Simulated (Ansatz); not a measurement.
Ideal-gas functions of `[F][Al@H-]1[F+][Al@@H-]([F])[F+]1` at 500 K and 1 bar, from an Ansatz frequency run at PBE0-D4/def2-TZVP.

Molar mass 131.97 g/mol, point group C2v (symmetry number 2), electronic degeneracy 1, moments of inertia 117.845, 329.686, 343.287 u Å². Harmonic wavenumbers (cm⁻¹, unscaled): 67, 151, 197, 202, 268, 407, 410, 475, 562, 571, 589, 620, 642, 653, 856, 885, 2041, 2047.

Use S(trans) = R[1.5 ln M + 2.5 ln T − 1.1517]; rotational temperatures θ = 24.2544 K / I; S(rot) = R[ln(√π/σ · √(T³/θAθBθC)) + 1.5]; for each mode x = 1.438777 ν̃/T, S = R[x/(eˣ − 1) − ln(1 − e⁻ˣ)] and H = RT x/(eˣ − 1); 1 cm⁻¹ = 0.0119627 kJ/mol; R = 8.31446 J/(mol·K).

Question: By hand: the entropy, in J/(mol·K).

Answer: Translation 180.5. Rotation: θ = 0.2058, 0.0736, 0.0707 K, giving 117.4. Vibration, mode by mode: 22.01, 15.31, 13.14, 12.94, 10.68, 7.46, 7.41, 6.33, 5.17, 5.06, 4.86, 4.52, 4.30, 4.19, 2.65, 2.48, 0.16, 0.16, in all 128.8. Electronic 0.0. Sum 426.7 J/(mol·K).

Question: By hand: H − E and G − E in kJ/mol, counted from the electronic energy.

Answer: Zero-point energy ½ × 11643 × 0.0119627 = 69.6; thermal vibration 33.5; translation, rotation and pV give 4 RT = 16.6. H − E = 119.7 kJ/mol, and G − E = 119.7 − 500 × 426.7/1000 = -93.7 kJ/mol.

Vibration gives 30 % of the entropy, 22.0 J/(mol·K) of it from the mode under 150 cm⁻¹: soft modes count most, and the harmonic formula is weakest for them.
